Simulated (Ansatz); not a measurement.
trans-PdH2(NH3)2 (PdN2H8). Charge 0, multiplicity 1. Geometry relaxed at r2SCAN-D4/def2-SVP.

```tsv
atom	x (Å)	y (Å)	z (Å)
Pd1	-0.001	-0.002	0.003
H2	-0.219	-0.631	1.513
N3	1.395	-1.456	-0.389
H4	1.481	-1.644	-1.387
H5	1.175	-2.327	0.093
H6	2.307	-1.141	-0.052
H7	0.217	0.628	-1.507
N8	-1.396	1.454	0.390
H9	-2.286	1.184	-0.031
H10	-1.123	2.346	-0.022
H11	-1.550	1.587	1.389
```

In the def2 sets Pd takes a core potential; there is no spin–orbit coupling.

Estimate the harmonic wavenumbers at RKS r2SCAN-D4/def2-SVP (Ansatz, unscaled). Is this a minimum?

55i, 39i, 164, 196, 455, 469, 566, 595, 673, 685, 751, 786, 948, 1168, 1169, 1543, 1622, 1622, 1624, 1624, 1865, 3475, 3475, 3591, 3592, 3614, 3615 cm⁻¹. No: 2 imaginary modes, a saddle point. Zero-point energy 238.6 kJ/mol. It took 81 s on 4 threads of Arm Neoverse V1 on a shared host.
